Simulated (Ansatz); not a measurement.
Diatomic AsH, multiplicity 3 (the spin of the measured ground state). No spin–orbit coupling. As is treated without relativity.

D_e counts from the fitted minimum to each atom's lowest state at the same level, without counterpoise.

Correlated levels freeze the inner cores; with def2 sets outer-core shells near the valence are correlated too.

The values were computed with Ansatz (a program for electronic structure) with Gaussian orbitals. 

```json
[
 {"level": "PBE/def2-TZVPP", "bond energy D_e (kcal/mol)": "68.21"},
 {"level": "r2SCAN/def2-TZVPP", "bond energy D_e (kcal/mol)": "69.17"},
 {"level": "B97M-V/def2-TZVPP", "bond energy D_e (kcal/mol)": "70.14"},
 {"level": "B3LYP/def2-TZVPP", "bond energy D_e (kcal/mol)": "70.41"},
 {"level": "CAM-B3LYP/def2-TZVPP", "bond energy D_e (kcal/mol)": "70.20"},
 {"level": "wB97X-V/def2-TZVPP", "bond energy D_e (kcal/mol)": "70.49"},
 {"level": "wB97M-V/def2-TZVPP", "bond energy D_e (kcal/mol)": "68.38"},
 {"level": "CCSD/def2-TZVPP", "bond energy D_e (kcal/mol)": "64.40"},
 {"level": "CCSD(T)/def2-QZVPP", "bond energy D_e (kcal/mol)": "(withheld)"}
]
```

Complete the blanks.


- CCSD(T)/def2-QZVPP, bond energy D_e (kcal/mol): 66.58
